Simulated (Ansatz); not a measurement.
Cost and result for the atomization energy of C$_{7}$H$_{12}$O$_{2}$, SMILES `CC(=O)/C=C(\O)C(C)C` (21 atoms, 20 bonds).

Z-matrix (Å, degrees):
```
C
C 1 1.499
H 1 1.091 2 109.3
H 1 1.090 2 112.6 3 122.5
H 1 1.093 2 108.7 3 -116.7
C 2 1.428 1 119.8 3 -133.1
O 2 1.246 1 118.7 3 47.6
C 6 1.371 2 119.5 1 -179.1
H 6 1.080 2 120.6 1 0.9
O 8 1.308 6 121.1 2 -0.1
C 8 1.497 6 123.6 2 179.9
H 10 1.025 8 104.7 6 0.0
C 11 1.527 8 110.3 6 118.3
C 11 1.527 8 110.3 6 -118.4
H 11 1.094 8 107.0 6 -0.0
H 13 1.091 11 110.5 8 61.7
H 13 1.092 11 111.4 8 -58.6
H 13 1.092 11 110.0 8 -178.7
H 14 1.092 11 111.4 8 58.6
H 14 1.092 11 110.0 8 178.7
H 14 1.091 11 110.5 8 -61.7
```

The species carries charge 0 and has multiplicity 1. The structure was optimised at the PBE0-D4/def2-TZVP level. It is one conformer, not always the lowest. Program: Ansatz. All runs use 4 threads of an AMD EPYC 7R13 on a shared host and a share of an NVIDIA H100 80 GB. Times are those of one run each, without the atoms' runs, and a repeat can differ threefold. Electronic energies, without spin–orbit coupling; frozen cores. CCSD(T)/CBS adds CCSD(T) − MP2 in def2-TZVPP to the MP2 limit, and its time is that of the two runs behind it. T1 = 0.015. B3LYP takes the VWN-RPA correlation (the form of Gaussian; ORCA's B3LYP/G).

CCSD(T)/CBS is a level of theory with its own doubt, some kJ/mol a heavy atom from the limit and from the frozen cores, so smaller differences don't rank the functionals.

| level | functions | wall time |
| --- | --- | --- |
| BHLYP-D4/def2-TZVPP | 447 | 2.6 s |
| LDA (SPW92)/def2-TZVPP | 447 | 2.9 s |
| PBE0-D4/def2-TZVPP | 447 | 3 s |
| CCSD(T)/def2-SVP | 186 | 3.2 s |
| B3LYP-D4/def2-TZVPP (with forces) | 447 | 3.3 s |
| revPBE-D4/def2-TZVPP | 447 | 3.6 s |
| CAM-B3LYP-D4/def2-TZVPP | 447 | 3.7 s |
| B2PLYP/def2-TZVPP | 447 | 3.8 s |
| PBE-QIDH/def2-TZVPP | 447 | 3.8 s |
| r2SCAN-D4/def2-TZVPP (with forces) | 447 | 4.7 s |
| MP2/def2-QZVPP | 873 | 10 s |
| CCSD(T)/def2-TZVPP | 447 | 27 s |
| CCSD(T)/CBS(def2) | – | 37 s |

**Question.** What atomization energy does each give, and how far from CCSD(T)/CBS? (Estimate.)

**Answer.** The calculation gave: 
```tsv
level	atomization (kJ/mol)	difference from CCSD(T)/CBS	per bond
BHLYP-D4/def2-TZVPP	8646.9	-265.0	-13.3
LDA (SPW92)/def2-TZVPP	10319.4	1407.5	70.4
PBE0-D4/def2-TZVPP	9012.0	100.1	5.0
CCSD(T)/def2-SVP	8573.9	-338.0	-16.9
B3LYP-D4/def2-TZVPP (with forces)	8933.3	21.4	1.1
revPBE-D4/def2-TZVPP	8968.2	56.3	2.8
CAM-B3LYP-D4/def2-TZVPP	8971.5	59.6	3.0
B2PLYP/def2-TZVPP	8845.7	-66.2	-3.3
PBE-QIDH/def2-TZVPP	8916.4	4.5	0.2
r2SCAN-D4/def2-TZVPP (with forces)	8979.9	68.0	3.4
MP2/def2-QZVPP	9003.2	91.3	4.6
CCSD(T)/def2-TZVPP	8707.3	-204.6	-10.2
CCSD(T)/CBS(def2)	8911.9	0.0	0.0
```

From PBE to PBE0 (25 % exact exchange), in def2-TZVPP and without D4, the atomization energy moves by −175.8 kJ/mol: exact exchange takes away binding that semilocal exchange gives to molecules. At CCSD(T), def2-SVP lies −338.0 kJ/mol from the extrapolated value and def2-TZVPP −204.6 kJ/mol: correlation converges slowly with the basis, and small sets miss more of it in the bonded molecule than in its fragments. Leaving LDA and LC-ωPBE aside and taking each functional with its dispersion term where it has one, the values, not all of them listed here, spread over 548.2 kJ/mol, from BHLYP-D4 to PBE-D4. LDA lies +1171.9 kJ/mol from PBE without D4, its usual overbinding.
